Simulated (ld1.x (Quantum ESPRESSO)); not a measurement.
**What one change does to a pseudopotential (Cr, PAW)**

ld1.x (Quantum ESPRESSO) 7.5 input, shortened:

```
&input
   title='Cr', zed=24., rel=1, dft='PBE', iswitch=3,
   config='[Ar] 3d5 4s1 4p0'
 /
 &inputp
   pseudotype=3, lpaw=.true., tm=.true., lloc=-1, rcloc=1.15,
   nlcc=.true., new_core_ps=.true., rcore=1.40,
   which_augfun='PSQ', rmatch_augfun_nc=.true.
 /
6
4S  1  0   1.00   0.00  2.00  2.50  0.0
4S  1  0   0.00   0.05  2.00  2.50  0.0
4P  2  1   0.00   0.00  2.90  3.75  0.0
4P  2  1   0.00   3.70  2.90  3.75  0.0
3D  3  2   5.00   0.00  1.40  1.50  0.0
3D  3  2   0.00   0.65  1.40  1.50  0.0
 &test
   configts(1)='3d5 4s1 4p0'
 /
```

All-electron outer shells of the reference configuration (PBE, scalar-relativistic, ld1.x):

| shell | level (eV) | outermost node (bohr) | outermost maximum (bohr) |
| --- | --- | --- | --- |
| 3s | -73.99 | 0.36 | 0.78 |
| 3p | -45.44 | 0.33 | 0.80 |
| 4s | -4.01 | 1.12 | 2.74 |
| 3d | -2.91 | – | 0.84 |
| 4p | -0.99 | 1.25 | 3.94 |

Change: waves 4s (bound): rcut 2.00, rcutus 3.78 bohr; 4s channel at 0.05 Ry: rcut 2.00, rcutus 3.78 bohr.

Cutoffs: the cutoffs (Ry, on a coarse ladder) from which the occupation-weighted sum of valence levels, in a spherical-Bessel basis at the reference potential, stays within 10 and 1 mRy of its value at 400 Ry; they do not see the model core or the augmentation charge, which bear on the density cutoff. Errors are all-electron minus pseudo energies relative to the spin-unpolarised reference configuration.

Q: What does the change do?

A: The bound ghosts move from p, s to p; the errors of the 6 common tests hardly move.

```tsv
quantity	base	changed
cutoffs, loose and tight	45 Ry, 80 Ry	not determined
bound ghosts	s, p	p (s not tested, overlap not positive)
tests counted (converged, no solver errors)	6 of 7	6 of 7
error for 3d5 4s0 4p0, meV [ΔE 6.90 eV]	-7.1	-7.0
error for 3d4 4s0 4p0, meV [ΔE 22.95 eV]	-99	-99
error for 3d3 4s0 4p0, meV [ΔE 53.70 eV]	-897	-897
error for 3d6 4s0 4p0, meV [ΔE 1.73 eV]	-26	-26
error for 3d5 4s0.5 4p0, meV [ΔE 2.71 eV]	-2.0	-2.1
error for 3d5 4s0 4p1, meV [ΔE 3.12 eV]	-2.4	-2.5
lowest overlap eigenvalue by channel	s 0.21, p 0.06, d 0.95	s -0.77, p 0.06, d 0.95
```

Base: Tests not counted: 3d4 4s1 4p1 (solver errors, printed error -2.4 eV). Changed file: the overlap operator is not positive definite in a basis up to 400 Ry (lowest eigenvalue s -0.77), so the file is unfit for use: the generalised eigenproblem breaks down once the basis is large enough, and its test numbers describe a broken file. Tests not counted: 3d4 4s1 4p1 (solver errors, printed error -2.4 eV). A true bound ghost makes a file unfit for plane-wave use even where its test errors are small: the radial tests pick states by their node count and pass the ghost by. Where a test does run into it, the solver fails or the error is huge.
